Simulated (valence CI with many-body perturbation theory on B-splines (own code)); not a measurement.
**Energy levels of Ta LXIX**

Level of theory: valence CI with perturbative core correlation (CI+MBPT): three valence electrons over a frozen Dirac-Fock core [He], a basis of 11 s, 11 p, 10 d, 8 f, 5 g, 2 h functions for each j, with the one-electron correlation potential Σ1 (screened to all orders), the two-electron term Σ2, the three-electron term Σ3, Breit, model QED; selected single and double excitations, second order for the rest, scaled by the run's own slope (own B-spline code, finite nucleus).

No measured spectrum was set against this ion. As an estimate, large intervals hold to a few tenths of a per cent, small ones and those within an open d or f shell to about a per cent.

Levels 91 to 135 of 165, with energies above the lowest level, (2s^2 2p1/2) J=1/2. "Leading %" is the weight of the configuration and term that name the level; weights of strongly mixed levels are sums over their largest components and can fall short, so below about 35 % the name and the second component can differ from the true leading terms, or belong to a minority configuration. In the jj column 3d3/2^4 stands for four electrons in 3d with j = 3/2. Lifetimes count E1, E2, E3, M1 and M2 decay at the calculated energies, and are blank where another channel may lead or the interval is too uncertain; long ones can be off by a factor of two.

```tsv
No.	Configuration	Term	J	E (Ry)	Leading %	g	Lifetime	Leading jj
91	2p2 3p	2P°	1/2	931.9	87	0.625	2.35 fs	2p1/2 2p3/2 3p3/2 (99 %)
92	2p2 3d	2G	7/2	932.4	55	0.999	21.0 fs	2p1/2 2p3/2 3d3/2 (99 %)
93	2p2 3d	2D	5/2	933.6	37	1.118	534 as	2p1/2 2p3/2 3d3/2 (98 %)
94	2p2 3d	2D	3/2	934.0	47	1.098	517 as	2p1/2 2p3/2 3d3/2 (99 %)
95	2p2 3d	2P	1/2	934.7	38	1.607	483 as	2p1/2 2p3/2 3d3/2 (100 %)
96	2p2 3d	4D	7/2	938.8	46	1.293	17.4 fs	2p1/2 2p3/2 3d5/2 (100 %)
97	2p2 3d	2G	9/2	940.1	65	1.164	62.9 fs	2p1/2 2p3/2 3d5/2 (100 %)
98	2p2 3d	2P	3/2	940.2	40	1.310	855 as	2p1/2 2p3/2 3d5/2 (99 %)
99	2p2 3d	2F	5/2	940.3	44	1.128	693 as	2p1/2 2p3/2 3d5/2 (99 %)
100	2p2 3d	2D	5/2	941.6	58	1.248	458 as	2p1/2 2p3/2 3d5/2 (99 %)
101	2p2 3d	2F	7/2	942.1	70	1.122	422 as	2p1/2 2p3/2 3d5/2 (99 %)
102	2p2 3d	2D	3/2	942.7	57	0.961	626 as	2p1/2 2p3/2 3d5/2 (100 %)
103	2p2 3d	2P	1/2	943.1	57	1.217	593 as	2p1/2 2p3/2 3d5/2 (100 %)
104	2p2 3s	4P	5/2	994.8	65	1.428	8.78 fs	2p3/2^2 3s (100 %)
105	2p2 3s	2P	3/2	995.7	55	1.154	3.22 fs	2p3/2^2 3s (100 %)
106	2p2 3s	2S	1/2	1000.1	68	1.978	5.17 fs	2p3/2^2 3s (100 %)
107	2p2 3p	4P°	3/2	1001.1	28	1.424	1.54 fs	2p3/2^2 3p1/2 (100 %)
108	2p2 3p	2D°	5/2	1001.3	39	1.164	1.52 fs	2p3/2^2 3p1/2 (100 %)
109	2p2 3p	2P°	1/2	1006.1	75	0.645	1.53 fs	2p3/2^2 3p1/2 (100 %)
110	2s2 4s	2S	1/2	1019.2	98	1.991	5.54 fs	2s^2 4s (98 %)
111	2s2 4p	2P°	1/2	1021.7	98	0.655	9.62 fs	2s^2 4p1/2 (98 %)
112	2p2 3p	4D°	7/2	1029.4	65	1.302	2.25 fs	2p3/2^2 3p3/2 (100 %)
113	2p2 3p	2D°	5/2	1029.4	52	1.300	2.17 fs	2p3/2^2 3p3/2 (100 %)
114	2p2 3p	2P°	1/2	1029.5	54	1.255	2.10 fs	2p3/2^2 3p3/2 (100 %)
115	2s 2p 4s	4P°	1/2	1031.8	77	2.192	6.03 fs	2s 2p1/2 4s (100 %)
116	2p2 3p	2P°	3/2	1033.2	61	1.299	2.19 fs	2p3/2^2 3p3/2 (100 %)
117	2s2 4p	2P°	3/2	1033.6	47	1.432	8.43 fs	2s 2p1/2 4s (52 %)
118	2s 2p 4p	4D	1/2	1034.1	66	0.417	4.84 fs	2s 2p1/2 4p1/2 (100 %)
119	2s2 4p	2P°	3/2	1034.6	51	1.426	7.84 fs	2s^2 4p3/2 (51 %)
120	2s 2p 4s	2P°	1/2	1034.7	87	0.873	6.28 fs	2s 2p1/2 4s (100 %)
121	2p2 3d	2D	3/2	1034.9	30	1.166	670 as	2p3/2^2 3d3/2 (100 %)
122	2p2 3d	4D	5/2	1035.0	29	1.137	655 as	2p3/2^2 3d3/2 (98 %)
123	2p2 3d	2F	7/2	1035.0	39	1.078	679 as	2p3/2^2 3d3/2 (100 %)
124	2p2 3d	4P	1/2	1035.3	49	1.649	557 as	2p3/2^2 3d3/2 (99 %)
125	2p2 3p	2P°	3/2	1035.4	63	1.311	2.14 fs	2p3/2^2 3p3/2 (100 %)
126	2s2 4d	2D	3/2	1035.7	82	0.838	1.14 fs	2s^2 4d3/2 (82 %)
127	2s 2p 4p	4D	3/2	1036.5	33	1.043	7.36 fs	2s 2p1/2 4p1/2 (83 %)
128	2s 2p 4p	4P	1/2	1037.2	42	1.764	5.78 fs	2s 2p1/2 4p1/2 (100 %)
129	2s2 4d	2D	5/2	1039.3	98	1.192	1.51 fs	2s^2 4d5/2 (98 %)
130	2p2 3d	2D	3/2	1040.0	67	0.823	702 as	2p3/2^2 3d3/2 (96 %)
131	2s2 4f	2F°	5/2	1040.2	98	0.849	2.99 fs	2s^2 4f5/2 (98 %)
132	2p2 3d	2F	7/2	1041.4	51	1.226	42.3 fs	2p3/2^2 3d5/2 (100 %)
133	2p2 3d	4F	9/2	1041.5	65	1.232	43.3 fs	2p3/2^2 3d5/2 (100 %)
134	2s2 4f	2F°	7/2	1041.8	98	1.135	3.08 fs	2s^2 4f7/2 (98 %)
135	2p2 3d	2P	1/2	1042.6	59	1.193	1.09 fs	2p3/2^2 3d5/2 (99 %)
```
